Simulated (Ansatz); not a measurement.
In4P4H14, a cluster cut from wurtzite InP (hydrogen-capped), relaxed as a singlet with RKS PBE-D4/def2-SVP in Ansatz, starting from the GFN2-xTB geometry. Force threshold 0.03 eV/Å.

In the def2 sets In takes a core potential; there is no spin–orbit coupling.

Start:

Cartesian coordinates in Å:
```
In 0.764 -0.652 2.778
P 2.317 -0.922 0.582
In -2.585 -1.429 0.024
P -1.285 0.258 1.491
P -0.678 -1.605 -1.882
In 1.584 -0.322 -1.841
In -1.095 2.674 0.584
P 0.658 2.065 -1.376
H 0.518 -2.257 3.293
H 1.537 0.580 3.667
H 2.845 -2.201 0.476
H 3.551 -0.307 0.735
H -2.594 -2.983 0.722
H -3.889 -0.681 -0.779
H -2.186 0.444 2.534
H -0.324 -2.922 -2.140
H -1.184 -1.379 -3.155
H 2.704 -0.549 -3.130
H -0.188 3.662 1.635
H -2.500 3.130 -0.263
H 1.787 2.871 -1.335
H 0.243 2.526 -2.617
```

| step | energy (eV) | largest force component (eV/Å) | SCF passes |
| --- | --- | --- | --- |
| 1 | -58051.0443 | 1.009 | 18 |
| 2 | -58051.2356 | 0.375 | 19 |
| 3 | -58051.2628 | 0.071 | 19 |
| 4 | -58051.2643 | 0.007 | 19 |

Force components are those of the run's own axes.

End:

| atom | x (Å) | y (Å) | z (Å) |
| --- | --- | --- | --- |
| In1 | 0.7662 | -0.6550 | 2.7949 |
| P2 | 2.3169 | -0.9258 | 0.5841 |
| In3 | -2.6015 | -1.4360 | 0.0280 |
| P4 | -1.2981 | 0.2637 | 1.5049 |
| P5 | -0.6783 | -1.6068 | -1.8793 |
| In6 | 1.5744 | -0.3197 | -1.8275 |
| In7 | -1.1080 | 2.6926 | 0.5918 |
| P8 | 0.6575 | 2.0646 | -1.3714 |
| H9 | 0.5178 | -2.3081 | 3.2739 |
| H10 | 1.5772 | 0.6181 | 3.6583 |
| H11 | 2.8367 | -2.2553 | 0.4693 |
| H12 | 3.5773 | -0.2646 | 0.7428 |
| H13 | -2.5640 | -3.0272 | 0.7285 |
| H14 | -3.8985 | -0.6529 | -0.8255 |
| H15 | -2.2283 | 0.4528 | 2.5833 |
| H16 | -0.3016 | -2.9671 | -2.1211 |
| H17 | -1.2069 | -1.3431 | -3.1839 |
| H18 | 2.6977 | -0.5483 | -3.1296 |
| H19 | -0.1438 | 3.6810 | 1.6489 |
| H20 | -2.5256 | 3.1306 | -0.3151 |
| H21 | 1.8287 | 2.8859 | -1.3044 |
| H22 | 0.2040 | 2.5206 | -2.6510 |

By distances, no bond broke or formed. The bond that changes most is P4–H15, from 1.39 to 1.44 Å (atoms count from 1).

No frequencies were taken in this run, so the end may be a saddle point.

It took 13 s on 2 threads of AMD EPYC 7R13 on a shared host and a share (18 GiB) of an NVIDIA H100 80GB HBM3, peak host memory 0.91 GiB.
